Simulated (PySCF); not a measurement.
## Electronic structure of Cu (copper, neutral) at the UHF level

Configuration: [Ar] 3d10 4s1, 2S determinant. Computed with PySCF 2.14 in cc-pVTZ-DK, with scalar relativity by spin-free X2C-1e.

```json
{
  "Total energy": "-1653.148770 hartree",
  "One-electron energy": "-2307.7639 hartree",
  "Hartree (Coulomb) energy": "721.1961 hartree",
  "Exchange energy": "-66.5809 hartree",
  "⟨S²⟩": "0.7520",
  "⟨L²⟩": "0.000",
  "Sum of ⟨r⟩": "20.97 bohr",
  "Sum of ⟨r²⟩": "31.57 bohr²",
  "Langevin diamagnetic susceptibility": "-25.0 ×10⁻⁶ cm³/mol",
  "Time after the integrals": "0.41 s of wall time on 1 thread of Neoverse-V1 (shared host)"
}
```

```csv
shell,electrons,mean orbital energy (hartree),"rms radius, mean of both spins (bohr)"
1s α,1,-332.47091,0.0601
1s β,1,-332.46893,0.0601
2s β,1,-41.65419,0.254
2s α,1,-41.65355,0.254
2p β,3,-35.80069,0.228
2p α,3,-35.79800,0.228
3s α,1,-5.15266,0.766
3s β,1,-5.15209,0.766
3p β,3,-3.36264,0.819
3p α,3,-3.35707,0.819
3d β,5,-0.48013,1.16
3d α,5,-0.47601,1.16
4s α,1,-0.24525,3.53
```

Densities and radii are taken from the X2C orbitals without a picture-change correction, which distorts them close to the nucleus.
